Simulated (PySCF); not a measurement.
Simulated absorption spectrum

Sn(OH)H3.
SMILES: `[OH][SnH3]`

The calculation used TDDFT wB97X-D/def2-SVPD, vertical, gas phase, core orbitals frozen in the response, def2 core potentials past Kr in PySCF. Isolated species at its PBE0-D3(BJ)/def2-SVP geometry, gas phase. Spin–orbit coupling is left out.

Broadening: Gaussians 0.25 eV wide at half height, area fixed by f = 4.319×10⁻⁹ ∫ε dν̃. The width is an assumption, not a result. The curve ends short of the highest state used, and states not computed would add to its high-energy end.

```csv
λ (nm),ε (L mol⁻¹ cm⁻¹)
149.5,10627
151.3,14966
153.0,14861
154.7,11119
156.5,5322
158.2,1788
159.9,747
161.7,1884
163.4,4908
165.1,8203
166.9,9850
168.6,9273
170.3,6790
172.1,3384
173.8,1182
175.5,280
177.3,40
179.0,4
180.7,0
182.5,0
184.2,0
185.9,2
187.7,15
189.4,72
191.1,253
192.9,676
194.6,1262
196.3,1772
198.0,1903
199.8,1553
201.5,999
203.2,511
205.0,198
206.7,65
208.4,18
210.2,4
```

(1) Locate the maxima and give the states behind the curve.

(2) On this curve, what absorbance would a 10⁻⁴ mol/L sample give at 193 nm over a 1 cm path?

(3) Does any computed singlet lie in the visible range?

(4) Coming from long wavelengths, where does ε first pass 100 L mol⁻¹ cm⁻¹?

## Answers

(1) 198 nm (6.27 eV), ε about 1900, made up of S1 (100%); 167 nm (7.41 eV), ε about 9900, made up of S2 (51%) and S3 (49%); 152 nm (8.15 eV), ε about 15000, made up of S5 (39%), S6 (12%) and S7 (48%) (ε in L mol⁻¹ cm⁻¹; maxima over ε = 5, shares over 10%). The states used: S1 6.27 eV (f 0.018); S2 7.33 eV (f 0.062); S3 7.50 eV (f 0.061); S4 7.94 eV (f 0.012); S5 8.06 eV (f 0.079); S6 8.10 eV (f 0.019); S7 8.24 eV (f 0.097); S8 8.66 eV (f 0.295); S9 8.78 eV (f 0.017); S10 8.89 eV (f 0.027).

(2) 193 nm is 6.424 eV, where ε is about 710 L mol⁻¹ cm⁻¹, so A = ε c l ≈ 0.071 (Beer–Lambert, with the gas-phase spectrum and the assumed width).

(3) No computed singlet lies in the visible range (380 to 750 nm); the lowest, at 198 nm, stands 3.01 eV above its violet end (3.26 eV).

(4) At about 206 nm (6.02 eV), 0.26 eV below S1.

All these states lie below the vertical ionisation energy of 10.72 eV (ΔSCF).

Hardware: one thread of an Arm Neoverse V2 (shared host). Cost: 12 s of wall time.
